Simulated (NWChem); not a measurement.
# Correlation energy of CSi

```
Si
C 1 1.7373
```
Charge 0, spin multiplicity 3.

The numbers come from NWChem runs, not from measurements. Structure: optimised with UPBE/def2-SVP, a minimum by its harmonic frequencies.

Basis set: cc-pVTZ. Each correlation energy counts from its own Hartree-Fock reference.

The correlated methods keep 6 core orbitals frozen. This spin state was chosen for the runs; another may lie lower. The structure started from a generated list of species. The unpaired electrons of the parent sit in orbitals of symmetry a1 and b1 (C2v labels of the run); other states weren't searched. The stability of the SCF solutions was not checked. Open-shell Hartree-Fock references start from PBE0 orbitals. No row is a measurement; the coupled-cluster row has its own basis-set and correlation limits.

### Question
Order these methods by the correlation energy they give, lowest first: CCSD on ROHF, CCSD[T] on ROHF, CCSD(T) on ROHF.

### Answer
CCSD[T] on ROHF (-246.6 mHa), CCSD(T) on ROHF (-245.3 mHa), CCSD on ROHF (-229.2 mHa)
